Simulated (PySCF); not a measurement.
PySCF input for diboron tetrachloride anion (B₂Cl₄), SMILES ClB(Cl)B(Cl)Cl (connectivity only; charge and spin as stated), charge -1, multiplicity 2, IEF-PCM-ωB97X/def2-SVPD. The structure is a stationary point at PBE0-D3(BJ)/def2-SVPD. The spin state was assumed, not searched. The values are those of a single conformer.

```python
import numpy as np
from pyscf import gto, scf, dft
from pyscf.solvent import pcm

mol = gto.M(
    atom='''
    Cl    0.00000000    1.51816948   -1.80744645
    B     0.00000000    0.00000000   -0.81035639
    Cl    0.00000000   -1.51816950   -1.80744643
    B     0.00000000   -0.00000000    0.81035639
    Cl    0.00000000    1.51816950    1.80744643
    Cl    0.00000000   -1.51816948    1.80744645
    ''',
    basis='def2-SVPD',
    charge=-1,
    spin=1,
    max_memory=1600,
    verbose=3,
)
mf = dft.UKS(mol, xc='wb97x').density_fit(auxbasis='def2-universal-jkfit')
mf.grids.level = 3
mf.conv_tol = 1e-9
mf.max_cycle = 100
mf.kernel()
fine, coarse = mf.grids, dft.Grids(mol).set(level=1).build(with_non0tab=True)
for _ in range(3):  # follow internal instabilities
    mf.grids = coarse
    mo, _, stable, _ = mf.stability(return_status=True, nroots=4)
    mf.grids = fine
    if stable:
        break
    mf.kernel(mf.make_rdm1(mo, mf.mo_occ))
res = {}
for name, eps in {'water': 78.355, 'dichloromethane': 8.93, 'tetrahydrofuran': 7.4257}.items():
    s = mf.PCM()
    s.with_solvent.method, s.with_solvent.eps, s.with_solvent.lebedev_order = 'IEF-PCM', eps, 17
    s.kernel(mf.make_rdm1())
    res[name] = (s.e_tot, eps, s.dip_moment(), s.mo_energy, s.converged)
    print(f'{name}: electrostatic solvation free energy {(s.e_tot - mf.e_tot) * 627.509474:.3f} kcal/mol')
```

It prints:

```

WARN: HOMO -0.117636879957012 >= LUMO -0.117636879957011

converged SCF energy = -1890.13242631941  <S^2> = 0.75337792  2S+1 = 2.0033751
<class 'pyscf.df.df_jk.DFUKS'> wavefunction is stable in the internal stability analysis

WARN: PCM is an experimental feature. It is still in testing.
Features and APIs may be changed in the future.

converged SCF energy = -1890.2048831216  <S^2> = 0.75337357  2S+1 = 2.0033707

WARN: System has nonzero charge -1; the dipole moment is origin-dependent.
Location of origin: [0. 0. 0.]

Dipole moment(X, Y, Z, Debye): -0.00000, -0.00000, -0.00000
water: electrostatic solvation free energy -45.467 kcal/mol

WARN: PCM is an experimental feature. It is still in testing.
Features and APIs may be changed in the future.

converged SCF energy = -1890.19736142211  <S^2> = 0.75337369  2S+1 = 2.0033708

WARN: System has nonzero charge -1; the dipole moment is origin-dependent.
Location of origin: [0. 0. 0.]

Dipole moment(X, Y, Z, Debye):  0.00000,  0.00000, -0.00000
dichloromethane: electrostatic solvation free energy -40.747 kcal/mol

WARN: PCM is an experimental feature. It is still in testing.
Features and APIs may be changed in the future.

converged SCF energy = -1890.19565478784  <S^2> = 0.75337374  2S+1 = 2.0033709

WARN: System has nonzero charge -1; the dipole moment is origin-dependent.
Location of origin: [0. 0. 0.]

Dipole moment(X, Y, Z, Debye): -0.00000,  0.00000, -0.00000
tetrahydrofuran: electrostatic solvation free energy -39.676 kcal/mol
```

Self-consistency was reached.

Cost: around 2.4 core-minutes (rough).
